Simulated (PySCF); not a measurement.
BBr2, SMILES Br[B]Br, multiplicity 2. The structure is a stationary point at PBE-D3(BJ)/def2-TZVP. The isomer is the one that the SMILES or the coordinates give; other isomers of the formula were not compared.

The numbers are results of PBE-D3(BJ)/def2-TZVP run with PySCF 2.14.0, not measurements.

Harmonic wavenumbers (cm⁻¹): 169, 541, 837. Rotational constants (GHz): 68.39, 1.112, 1.094; symmetry number 2.

Question: Work out the zero-point energy and the ideal-gas rigid-rotor harmonic-oscillator thermochemistry at 298.15 K and 1 atm.

Answer: ZPE = ½ Σ hcν = ½ × 1547 cm⁻¹ = 9.26 kJ/mol. H − E(el) = 21.47 kJ/mol. Entropy in J/(mol K): translation 172.84, rotation 102.02, vibration 13.34, spin 5.76, total 293.96. G − E(el) = -66.18 kJ/mol. Cp = 48.45 J/(mol K).
